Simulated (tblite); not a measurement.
C7H10F3P.
Bonds: F1–C2, C2–F3, C2–F4, C2–C5, C5–C6, C6–P7, P7–C8, C8–C9, C9–C10 (double), C10–C11, P7–C11. Hydrogens: H12, H13 on C5; H14, H15 on C6; H16, H17 on C8; H18 on C9; H19 on C10; H20, H21 on C11.

Computed with GFN2-xTB (tblite), gas phase: L-BFGS steps from a force-field or distance-geometry start until the largest atomic force falls under 0.01 eV/Å.

Step 5: E = -1001.3155 eV
```
atom  x, y, z in Å  |  force x, y, z in eV/Å
F1     -3.3593   -0.2181    1.5302   -0.024  -0.020   0.011
C2     -3.0135    0.6123    0.5338   -0.026   0.016   0.107
F3     -4.1460    0.9176   -0.1155   -0.074   0.022  -0.048
F4     -2.5974    1.7460    1.1211    0.016   0.045  -0.003
C5     -1.9671    0.0150   -0.3768   -0.044   0.016  -0.001
C6     -0.7036   -0.3275    0.4065   -0.039  -0.019   0.002
P7      0.5087   -1.1761   -0.7448    0.063   0.085   0.044
C8      1.2994    0.3727   -1.4497    0.125   0.069   0.102
C9      2.3326    0.7849   -0.4449    0.062  -0.012   0.105
C10     2.6166   -0.0747    0.5189    0.017   0.101  -0.013
C11     1.8809   -1.3809    0.5118    0.110   0.150   0.031
H12    -1.7661    0.7415   -1.1677    0.014  -0.018   0.019
H13    -2.3958   -0.8818   -0.8288    0.007  -0.005  -0.011
H14    -0.9500   -1.0513    1.1891   -0.030   0.019   0.001
H15    -0.3001    0.5728    0.8887    0.103  -0.164  -0.166
H16     0.5721    1.1695   -1.6336   -0.064  -0.109   0.088
H17     1.7665    0.1637   -2.4177    0.019  -0.123   0.046
H18     2.8154    1.7479   -0.5349   -0.060  -0.052  -0.062
H19     3.3502    0.1232    1.2881   -0.046  -0.082  -0.045
H20     2.5520   -2.1965    0.2239   -0.017   0.021  -0.126
H21     1.4956   -1.6433    1.5018   -0.114   0.060  -0.083
```

Step 6: E = -1001.3210 eV
```
atom  x, y, z in Å  |  force x, y, z in eV/Å
F1     -3.3608   -0.2174    1.5311   -0.021  -0.016   0.005
C2     -3.0149    0.6130    0.5347   -0.016   0.011   0.080
F3     -4.1480    0.9183   -0.1152   -0.049   0.019  -0.032
F4     -2.5980    1.7468    1.1218    0.009   0.034  -0.010
C5     -1.9683    0.0153   -0.3770   -0.036   0.007   0.012
C6     -0.7044   -0.3301    0.4048   -0.047  -0.012   0.008
P7      0.5108   -1.1759   -0.7441   -0.010   0.032   0.000
C8      1.3004    0.3692   -1.4450    0.145   0.130   0.060
C9      2.3344    0.7874   -0.4438    0.071  -0.052   0.139
C10     2.6188   -0.0725    0.5202    0.000   0.125  -0.048
C11     1.8797   -1.3765    0.5083    0.160   0.119   0.087
H12    -1.7653    0.7421   -1.1675    0.003  -0.025   0.025
H13    -2.3952   -0.8826   -0.8285   -0.005   0.009  -0.015
H14    -0.9513   -1.0510    1.1900   -0.027   0.013  -0.007
H15    -0.2955    0.5682    0.8832    0.098  -0.123  -0.135
H16     0.5731    1.1635   -1.6305   -0.102  -0.060   0.080
H17     1.7652    0.1610   -2.4131    0.046  -0.132   0.016
H18     2.8161    1.7505   -0.5367   -0.062  -0.053  -0.061
H19     3.3523    0.1216    1.2902   -0.046  -0.077  -0.045
H20     2.5487   -2.1930    0.2211    0.014   0.002  -0.134
H21     1.4932   -1.6409    1.4956   -0.123   0.050  -0.025
```

**Question.** Estimate the geometry and energy of step 7. (The exact step hangs on the optimiser's Hessian estimate; all steps are aligned on step 6, rigid shifts and turns removed.)

**Answer.** E = -1001.3293 eV, largest force 0.174 eV/Å
```
atom  x, y, z in Å  |  force x, y, z in eV/Å
F1     -3.3638   -0.2164    1.5328   -0.020   0.003  -0.001
C2     -3.0180    0.6145    0.5374   -0.005   0.000   0.003
F3     -4.1520    0.9198   -0.1151    0.009   0.010   0.013
F4     -2.5989    1.7488    1.1227   -0.012   0.006  -0.017
C5     -1.9710    0.0159   -0.3768   -0.022  -0.009   0.026
C6     -0.7068   -0.3352    0.4019   -0.037  -0.009   0.004
P7      0.5141   -1.1749   -0.7431   -0.071  -0.046  -0.058
C8      1.3052    0.3664   -1.4362    0.087   0.145  -0.033
C9      2.3386    0.7918   -0.4402    0.050  -0.054   0.102
C10     2.6230   -0.0673    0.5227   -0.009   0.085  -0.045
C11     1.8813   -1.3671    0.5044    0.131   0.004   0.114
H12    -1.7640    0.7425   -1.1666   -0.020  -0.028   0.032
H13    -2.3945   -0.8837   -0.8286   -0.033   0.031  -0.018
H14    -0.9543   -1.0503    1.1914   -0.025  -0.008  -0.009
H15    -0.2851    0.5583    0.8709    0.086  -0.026  -0.062
H16     0.5723    1.1521   -1.6234   -0.126   0.025   0.056
H17     1.7642    0.1533   -2.4050    0.083  -0.112  -0.014
H18     2.8162    1.7539   -0.5413   -0.027  -0.001  -0.047
H19     3.3551    0.1173    1.2929    0.005  -0.040   0.002
H20     2.5434   -2.1869    0.2135    0.060  -0.008  -0.114
H21     1.4864   -1.6356    1.4849   -0.104   0.032   0.066
```

The energy changes by -0.0083 eV. The first-order estimate −F·Δx gives -0.0128 eV and the mean of the old and new forces, exact on a quadratic surface, -0.0084 eV. The step makes an angle of 52° with the force vector and moves no atom by more than 0.019 Å.
